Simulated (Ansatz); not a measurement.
Species: BiBr2, charge -1, multiplicity 1. 
Structure (B3LYP-D3(BJ)/def2-TZVP (Ansatz, a quantum-chemistry and plane-wave program) minimum search):
```
Bi
Br 1 2.7417
Br 1 2.7417 2 101.76
```
Charge -1, spin multiplicity 1.

Basis-set convergence of Hartree-Fock and MP2 correlation energies (hartree) with Ansatz. Valence correlation only, unless marked. Spin-orbit coupling is left out. The frozen core is the preceding noble-gas configuration, with the filled d and f shells of earlier blocks. In def2 rows, elements after Kr have scalar-relativistic effective core potentials. This anion needs diffuse functions, which these sets lack.

The Hartree-Fock reference is unstable (checked in the largest basis), which strains HF and MP2. 

```
basis       functions        E(HF)  E(corr, MP2)
----------  ---------  -----------  ------------
def2-SVP           90  -5357.89231      -0.31003
def2-TZVPP        146   (withheld)    (withheld)
```

Q: Complete the blanks.

A: 
- def2-TZVPP, E(HF): -5358.53808
- def2-TZVPP, E(corr, MP2): -0.42202
